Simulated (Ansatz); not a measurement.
`[F][Ga]([F])[I]` + H₂ → `[F][GaH][I]` + H–F at 298.15 K and 1 bar (hydrogenolysis of a Ga–F bond).

Gas-phase electronic energies from Ansatz, PBE0-D4/def2-TZVP geometries. CCSD(T)/CBS is the MP2 limit (def2-TZVPP, def2-QZVPP) plus CCSD(T) − MP2 in def2-TZVPP, frozen cores. This one scheme is used for every species. def2 core potentials past Kr. For Ga, I outer-core shells are correlated without core-valence functions, which leaves a few kJ/mol of doubt a bond. Scalar relativity is left out up to krypton.

```tsv
species	CCSD(T)/CBS energy (Eh)	H − E (kJ/mol)	S (J/(mol·K))
`[F][Ga]([F])[I]`	-2421.09887	29.6	332.7
H₂	-1.17544	35.1	130.4
`[F][GaH][I]`	-2321.86103	39.3	314.5
H–F	-100.39570	33.5	173.6
```

H − E and S are ideal-gas, rigid-rotor, harmonic terms from PBE0-D4/def2-TZVP. The MP2-based limit puts H₂ 0.8 mEh under its directly extrapolated value; such offsets cancel only in part. 1 Eh = 2625.50 kJ/mol, R = 8.31446 J/(mol·K).

Problem. By hand: ΔE, ΔH, ΔS and ΔG.

Solution. ΔE = (-2321.86103) + (-100.39570) − (-2421.09887) − (-1.17544) = 0.01758 Eh = 46.2 kJ/mol. Δ(H − E) = 39.3 + 33.5 − 29.6 − 35.1 = 8.1, so ΔH = 54.3 kJ/mol. ΔS = 314.5 + 173.6 − 332.7 − 130.4 = 25.0 J/(mol·K). ΔG = 54.3 − 298.15 × (25.0)/1000 = 46.8 kJ/mol.

Problem. By hand: the equilibrium constant, and the temperature at which ΔG would vanish if ΔH and ΔS stayed fixed.

Solution. log₁₀ K = −ΔG/(RT ln 10) = -8.2. ΔG = 0 at ΔH/ΔS = 2172 K.

ΔH outweighs TΔS. A doubt of 5 kJ/mol in ΔE shifts log₁₀ K by 0.9 here. These are equilibria of isolated gas molecules and say nothing of rates. Largest T1 diagnostic: 0.013 (customary marks: 0.02 for closed shells, 0.045 for open ones).
